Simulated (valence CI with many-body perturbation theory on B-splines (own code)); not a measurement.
Questions on Ru12+

Calculated by valence CI with perturbative core correlation (CI+MBPT): four valence electrons over a frozen Dirac-Fock core [Ar] 3d10, radial functions for each j: 11 s, 11 p, 10 d, 8 f, 5 g, 2 h, with the one-electron correlation potential Σ1, the two-electron term Σ2, the three-electron term Σ3, Breit, model QED; selected CI, second order for the rest, scaled by the run's own slope (own B-spline code, finite nucleus).

No measured spectrum was set against this ion. As an estimate, levels hold to about 250 cm⁻¹ or 0.2 % of their energy and the worst to 1 %, as in measured heavy ions of charge 2 to 7; those with d or f electrons hold less well. Among the levels kept, up to 620 cm⁻¹ of a level comes from second order outside the variational space, and about a tenth of that is noise between levels of different J, which matters for small intervals.

Names give the largest LS component (configuration and term), which can be under half, so a name can repeat, a term be missing and a line seem to break the LS rules; names also repeat where a configuration has a term twice.

Rates and lifetimes use the calculated energies. Strong lines usually hold to 10 to 20 %, long lifetimes can be off by a factor of two.

(1) What is the ground level?

(2) How is the term 3P of the ground level split?

(3) Among levels below 1138100 cm⁻¹, which E1 lines absorb most strongly from the ground level?

(4) How well does LS coupling describe the low levels?

(5) Where does the other parity begin?

(6) What is the ionisation energy?

(7) Name the longest-lived excited levels whose lifetime is computed, and their main decay.

## Answers

(1) 4s2 4p2 3P_0, composition 86 % 4s2 4p2 3P + 12 % 4s2 4p2 1S.

(2) J = 0 at 0, J = 1 at 25986, J = 2 at 37397 cm⁻¹.

(3) to 4s2 4p 4d 3D°_1 at 20.14 nm, f = 2.00; to 4s 4p3 3D°_1 at 33.83 nm, f = 0.258; to 4s 4p3 3S°_1 at 25.58 nm, f = 0.246.

(4) Among the lowest 20 levels the leading LS term, summed over configurations, holds 79 % on average. For single configurations the figures are 75 % in LS and 75 % in jj coupling. Terms mix most in the J = 2 level at 486150 cm⁻¹, where the leading one holds 44 %.

(5) At 4s 4p3 5S°_2, 241740 cm⁻¹.

(6) 272.61 eV; NIST lists 271 ± 3 eV (theoretical).

(7) 4s2 4p2 3P_2 at 37397 cm⁻¹ lives 74.0 ms, mostly by M1 to 4s2 4p2 3P_1; 4s2 4p2 3P_1 at 25986 cm⁻¹ lives 3.61 ms, mostly by M1 to 4s2 4p2 3P_0; 4s2 4p2 1D_2 at 74055 cm⁻¹ lives 967 μs, mostly by M1 to 4s2 4p2 3P_1. The lifetime of 4s2 4p 4d 3F°_4 is too uncertain to give, and may be longer.
